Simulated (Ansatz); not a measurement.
Born–Oppenheimer molecular dynamics of BF3 + ClH (6 atoms, charge 0, multiplicity 1). It starts from a relaxed structure.

Computed with Ansatz 0.2.0, RKS PBE0/def2-SVP.

- ensemble: NVT, Nosé–Hoover chain
- time step: 0.5 fs
- steps asked: 150
- set temperature: 500 K
- thermostat: time constant 100 fs, chain length 3
- seed: 370613

Frames 1 fs apart, positions in Å, forces in eV/Å.

Velocities at 35.0 fs (Å/ps):

```
Cl -1.00 1.38 -2.22
H -36.58 -0.19 -6.13
F -0.47 -3.46 -0.11
B 6.04 -3.09 2.25
F 0.26 0.99 6.42
F 0.57 1.66 -3.12
```

```xyz
6
Properties=species:S:1:pos:R:3:forces:R:3 time_fs=35.0 energy_less_start_eV=0.082 T=351
Cl -0.837 0.283 -1.975 0.01 0.03 0.03
H -0.817 -0.983 -1.757 -0.02 -0.09 -0.03
F -0.943 -0.508 1.408 0.22 0.09 0.28
B 0.198 0.054 1.068 -0.82 0.35 -0.88
F 1.185 -0.708 0.684 0.43 -0.14 0.19
F 0.281 1.362 0.973 0.17 -0.24 0.41
6
Properties=species:S:1:pos:R:3:forces:R:3 time_fs=36.0 energy_less_start_eV=0.092 T=333
Cl -0.838 0.284 -1.977 0.02 -0.01 0.03
H -0.854 -0.983 -1.764 -0.02 -0.05 -0.03
F -0.944 -0.511 1.408 0.39 0.18 0.24
B 0.204 0.051 1.070 -1.25 0.63 -0.78
F 1.186 -0.707 0.691 0.69 -0.33 0.10
F 0.282 1.364 0.970 0.17 -0.43 0.44
6
Properties=species:S:1:pos:R:3:forces:R:3 time_fs=37.0 energy_less_start_eV=0.102 T=314
Cl -0.839 0.285 -1.980 0.02 -0.10 0.05
H -0.890 -0.984 -1.770 -0.02 0.04 -0.05
F -0.944 -0.514 1.408 0.53 0.26 0.20
B 0.208 0.049 1.071 -1.61 0.87 -0.69
F 1.187 -0.706 0.697 0.92 -0.49 0.03
F 0.282 1.365 0.968 0.16 -0.58 0.46
6
Properties=species:S:1:pos:R:3:forces:R:3 time_fs=38.0 energy_less_start_eV=0.110 T=298
Cl -0.840 0.287 -1.982 0.01 -0.20 0.06
H -0.928 -0.985 -1.777 -0.01 0.14 -0.06
F -0.944 -0.518 1.408 0.63 0.33 0.17
B 0.212 0.048 1.071 -1.86 1.03 -0.62
F 1.188 -0.706 0.704 1.09 -0.60 -0.03
F 0.283 1.366 0.965 0.15 -0.70 0.47
6
Properties=species:S:1:pos:R:3:forces:R:3 time_fs=39.0 energy_less_start_eV=0.114 T=292
Cl -0.841 0.288 -1.984 0.00 -0.28 0.08
H -0.965 -0.985 -1.785 0.00 0.22 -0.07
F -0.943 -0.521 1.409 0.69 0.38 0.15
B 0.213 0.047 1.071 -1.99 1.10 -0.57
F 1.190 -0.705 0.710 1.17 -0.66 -0.06
F 0.284 1.367 0.963 0.13 -0.77 0.47
6
Properties=species:S:1:pos:R:3:forces:R:3 time_fs=40.0 energy_less_start_eV=0.112 T=297
Cl -0.842 0.289 -1.986 -0.02 -0.33 0.08
H -1.002 -0.982 -1.793 0.01 0.27 -0.07
F -0.943 -0.523 1.409 0.70 0.42 0.13
B 0.213 0.047 1.071 -1.96 1.06 -0.55
F 1.192 -0.705 0.717 1.16 -0.64 -0.06
F 0.285 1.367 0.961 0.10 -0.79 0.47
6
Properties=species:S:1:pos:R:3:forces:R:3 time_fs=41.0 energy_less_start_eV=0.103 T=315
Cl -0.843 0.290 -1.988 -0.02 -0.32 0.08
H -1.039 -0.976 -1.802 0.02 0.27 -0.07
F -0.942 -0.526 1.409 0.67 0.44 0.12
B 0.211 0.049 1.070 -1.79 0.92 -0.56
F 1.195 -0.706 0.723 1.05 -0.55 -0.03
F 0.286 1.367 0.959 0.07 -0.75 0.46
6
Properties=species:S:1:pos:R:3:forces:R:3 time_fs=42.0 energy_less_start_eV=0.090 T=340
Cl -0.844 0.291 -1.990 -0.02 -0.27 0.08
H -1.077 -0.969 -1.812 0.02 0.21 -0.06
F -0.940 -0.529 1.410 0.59 0.45 0.11
B 0.207 0.051 1.069 -1.49 0.69 -0.58
F 1.198 -0.707 0.730 0.87 -0.41 0.02
F 0.287 1.367 0.957 0.04 -0.68 0.44
6
Properties=species:S:1:pos:R:3:forces:R:3 time_fs=43.0 energy_less_start_eV=0.076 T=367
Cl -0.845 0.292 -1.992 -0.01 -0.18 0.07
H -1.113 -0.959 -1.822 0.01 0.13 -0.04
F -0.938 -0.531 1.410 0.47 0.45 0.11
B 0.202 0.053 1.067 -1.08 0.40 -0.62
F 1.202 -0.707 0.736 0.62 -0.23 0.07
F 0.288 1.366 0.956 -0.01 -0.56 0.41
6
Properties=species:S:1:pos:R:3:forces:R:3 time_fs=44.0 energy_less_start_eV=0.065 T=390
Cl -0.846 0.293 -1.994 0.01 -0.09 0.06
H -1.150 -0.948 -1.833 -0.01 0.03 -0.03
F -0.936 -0.533 1.411 0.32 0.43 0.12
B 0.196 0.056 1.064 -0.62 0.07 -0.66
F 1.206 -0.708 0.743 0.35 -0.03 0.13
F 0.289 1.365 0.954 -0.05 -0.42 0.38
6
Properties=species:S:1:pos:R:3:forces:R:3 time_fs=45.0 energy_less_start_eV=0.058 T=404
Cl -0.847 0.294 -1.997 0.02 -0.02 0.05
H -1.187 -0.936 -1.844 -0.02 -0.04 -0.02
F -0.934 -0.534 1.412 0.15 0.40 0.13
B 0.190 0.059 1.061 -0.13 -0.26 -0.68
F 1.211 -0.710 0.750 0.06 0.18 0.18
F 0.290 1.364 0.953 -0.09 -0.26 0.34
6
Properties=species:S:1:pos:R:3:forces:R:3 time_fs=46.0 energy_less_start_eV=0.057 T=407
Cl -0.848 0.295 -1.999 0.03 0.01 0.06
H -1.225 -0.925 -1.855 -0.03 -0.06 -0.01
F -0.932 -0.536 1.412 -0.02 0.36 0.13
B 0.183 0.062 1.057 0.36 -0.57 -0.69
F 1.215 -0.710 0.756 -0.20 0.36 0.21
F 0.291 1.362 0.953 -0.13 -0.10 0.30
```

Of the whole run (75 fs, mean temperature of the second half 364 K): The conserved energy stayed within 0.036 meV per atom of its start (net change 0.019 meV per atom), so the integration is sound. The mean temperature of the second half is 27 % below the set value. A run of 0.075 ps of so small a system gives no equilibrium averages.

The run took 2.7 min on 1 CPU thread of a shared host.
